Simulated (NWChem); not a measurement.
Species: C2H4Cl2Si; SMILES C=C[SiH](Cl)Cl

```xyz
9

Si     0.3879    -0.0491     0.0000
Cl    -0.1060     1.0611     1.6677
Cl    -0.1060     1.0611    -1.6677
C     -0.5465    -1.6449     0.0000
C      0.0865    -2.8240     0.0000
H      1.8532    -0.2831     0.0000
H     -1.6433    -1.6220     0.0000
H      1.1805    -2.8961     0.0000
H     -0.4569    -3.7752     0.0000
```
Atoms are numbered in this order, from 1.

Program: NWChem. The geometry was optimised at PBE0/def2-SVP.

For level PBE/def2-TZVP:

* **highest occupied level (eV)**: -7.33
* **orbital gap (eV)**: 5.21

Problem. How do the values read with level TPSSh/def2-TZVP instead?

Solution. 
* **highest occupied level (eV)**: -7.82
* **orbital gap (eV)**: 6.27
